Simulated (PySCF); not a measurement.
# Telling isomers of C₇H₁₁OP apart by NMR

- coordinates at the GFN2-xTB level
- shielding tensors at PBE0/pcSseg-1 (GIAO)
- program: PySCF 2.14
- no relativistic terms, single conformer, averaged over atoms made equivalent by symmetry, fast rotation or ring inversion, isolated molecule

Referencing at the same level of theory: TMS for ¹H (31.72 ppm), ¹³C (186.93 ppm). Splittings of carbon signals by F and P are missing where no couplings were computed. Where no couplings were computed, multiplicities follow the n + 1 count of equivalent neighbours, and m marks all less simple cases (inequivalent or close neighbours, rings, F or P nearby). Shifts are as computed. Against solution values, carbons near 30 ppm lie about +3 ppm off and those near 130 ppm about +5 ppm. Of 1211 compounds with measured shifts, 218 miss one by over three times the rms of a fit or turn the order of signals round; such compounds aren't used in these exercises.

(1) Tabulate the signals of `C=C[C@@H]1C[P@]1(=O)C(=C)C`, `Cc1oc(C(C)C)cp1`, `C=C/C(OC)=P\C1CC1` and their relative energies.

(2) What is the quickest way to tell Cc1oc(C(C)C)cp1 from C=C/C(OC)=P\C1CC1?

(3) What is the quickest way to tell C=C[C@@H]1C[P@]1(=O)C(=C)C from C=C/C(OC)=P\C1CC1?

(4) What is the quickest way to tell C=C[C@@H]1C[P@]1(=O)C(=C)C from Cc1oc(C(C)C)cp1?

## Answers

(1) 
```json
{"SMILES": "C=C[C@@H]1C[P@]1(=O)C(=C)C", "carbon types": "1×C 2×CH 3×CH2 1×CH3", "δC": "144.4, 144.3, 143.3, 121.9, 36.2, 20.8, 20.6", "δH": "6.68 (m, 1H), 6.65 (m, 1H), 5.60 (m, 1H), 5.59 (m, 1H), 5.35 (m, 1H), 3.00 (m, 1H), 2.27 (m, 1H), 1.78 (m, 3H), 1.21 (m, 1H)", "E rel. (kcal/mol)": "37.2"}
{"SMILES": "Cc1oc(C(C)C)cp1", "carbon types": "2×C 2×CH 3×CH3", "δC": "201.4, 176.3, 122.7, 34.3, 26.7, 21.6", "δH": "6.74 (m, 1H), 3.07 (sept, 1H), 2.78 (m, 3H), 1.27 (d, 6H)", "E rel. (kcal/mol)": "0.0"}
{"SMILES": "C=C/C(OC)=P\\C1CC1", "carbon types": "1×C 2×CH 3×CH2 1×CH3", "δC": "224.5, 137.5, 119.9, 59.6, 9.0, 8.8", "δH": "7.59 (m, 1H), 5.93 (m, 1H), 5.39 (m, 1H), 4.11 (s, 3H), 1.11 (m, 1H), 0.98 (m, 2H), 0.49 (m, 2H)", "E rel. (kcal/mol)": "51.4"}
```

Energies are electronic energies at PBE0/pcSseg-1 on these geometries, without zero-point or thermal terms, each for the one conformer computed, which needn't be the lowest.

(2) Both give the same number of carbon signals, but DEPT or the intensities differ. The first has a substituted aromatic carbon next to the ring oxygen (C) at 176.3 ppm, the second a terminal =CH2 carbon at 119.9 ppm. Their most deshielded carbons lie at 201.4 and 224.5 ppm. In the proton spectra the most deshielded non-exchanging signals are 6.74 (m, 1H) and 7.59 (m, 1H).

(3) Count the carbon signals: 7 against 6. The first has a fully substituted alkene carbon (C) at 144.4 ppm, the second a carbon double-bonded to a heavier main-group atom (C) at 224.5 ppm. In the proton spectra the most deshielded non-exchanging signals are 6.68 (m, 1H) and 7.59 (m, 1H).

(4) Count the carbon signals: 7 against 6. The first has a terminal =CH2 carbon at 143.3 ppm, the second a substituted aromatic carbon next to the ring oxygen (C) at 201.4 ppm. Their most deshielded carbons lie at 144.4 and 201.4 ppm.
